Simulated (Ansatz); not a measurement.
C2H7BOSi, SMILES `CB1C[SiH2]O1`. The species carries charge 0 and has multiplicity 1.

```xyz
12

C     0.8006   -1.7907    0.0873
B     0.2423   -0.3536   -0.1327
C    -0.7111    0.5654    0.7880
Si   -0.4326    1.6925   -0.6580
O     0.5074    0.4122   -1.2519
H     1.3810   -1.8353    1.0151
H     1.4296   -2.1324   -0.7366
H    -0.0222   -2.5015    0.2194
H    -0.2898    0.8531    1.7524
H    -1.7176    0.1760    0.9483
H    -1.5705    1.9947   -1.5643
H     0.3830    2.9197   -0.4670
```

Q: List the harmonic frequencies (cm⁻¹, unscaled) at PBE0-D4/def2-TZVP in Ansatz. (An estimate is asked.)

A: Computed: 67, 106, 281, 351, 466, 493, 647, 668, 710, 762, 806, 843, 849, 873, 957, 985, 991, 1160, 1276, 1354, 1392, 1452, 1453, 2225, 2230, 3040, 3100, 3102, 3139, 3153.

Q: Is this a minimum?

A: Yes, all 30 modes are real.

Q: Give the ideal-gas thermochemistry at 298.15 K and 1 bar (rigid rotor, harmonic oscillator; point group Cs, symmetry number 1).

A: Zero-point energy 232.9 kJ/mol; H(298) − E = 252.5 kJ/mol; entropy 332.2 J/(mol·K), of which translation 164.4, rotation 108.7, vibration 59.0; G(298) − E = 153.5 kJ/mol. Modes under 100 cm⁻¹ are hindered rotations or soft bends, so the harmonic entropy is rough.

Q: And at 400, 500, 600, 800 and 1000 K?

A: 
```json
{"T (K)": "400", "H − E (kJ/mol)": "264.8", "S (J/mol/K)": "367.4", "G − E (kJ/mol)": "117.8"}
{"T (K)": "500", "H − E (kJ/mol)": "279.3", "S (J/mol/K)": "399.7", "G − E (kJ/mol)": "79.5"}
{"T (K)": "600", "H − E (kJ/mol)": "295.8", "S (J/mol/K)": "429.7", "G − E (kJ/mol)": "38.0"}
{"T (K)": "800", "H − E (kJ/mol)": "333.2", "S (J/mol/K)": "483.3", "G − E (kJ/mol)": "-53.5"}
{"T (K)": "1000", "H − E (kJ/mol)": "374.9", "S (J/mol/K)": "529.8", "G − E (kJ/mol)": "-154.9"}
```
